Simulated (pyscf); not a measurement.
## H₂N–Sn(OH)(Cl)–Cl, singlet

Gas-phase minimum from PySCF at ωB97X-D3(BJ)/def2-SVP, one conformer. 

```
Sn
O 1 1.9581
H 2 0.9659 1 113.12
N 1 1.9967 2 108.07 3 157.88
H 4 1.0181 1 113.56 2 128.01
H 4 1.0188 5 109.32 1 126.44
Cl 1 2.3186 2 107.71 3 35.53
Cl 1 2.3231 2 111.39 3 -80.08
```

Properties at ωB97X-D3(BJ)/def2-SVP:

```yaml
harmonic_wavenumbers_unscaled: 62, 116, 129, 146, 159, 169, 217, 394, 407, 510, 660, 676, 847, 884, 1540, 3573, 3676, 3893 cm⁻¹
zero_point_energy: 25.8 kcal/mol
rotational_symmetry_number: 1
Entropy of this conformer at 298 K and 1 atm, rigid rotor and harmonic oscillator, modes under 100 cm⁻¹ raised to 100: 392.7 J/(mol K)
dipole_moment: 1.69 D
```

Single-point totals, which compare only within one level:

```json
[
 {"level": "ωB97X-D3(BJ)/def2-TZVP", "total energy (hartree)": "-1266.82013"},
 {"level": "PBE/def2-TZVP", "total energy (hartree)": "-1266.17097"},
 {"level": "r²SCAN/def2-TZVP", "total energy (hartree)": "-1266.65082"},
 {"level": "B3LYP-D3(BJ)/def2-TZVP", "total energy (hartree)": "-1266.80855"},
 {"level": "PBE0-D3(BJ)/def2-TZVP", "total energy (hartree)": "-1266.26067"},
 {"level": "M06-2X/def2-TZVP", "total energy (hartree)": "-1266.55591"},
 {"level": "ωB97M-D3(BJ)/def2-TZVP", "total energy (hartree)": "-1266.86233"}
]
```

Soft torsions are taken as harmonic, which can shift the entropy by several J/(mol K). Elements past Kr carry the def2 core potentials, without spin-orbit coupling.
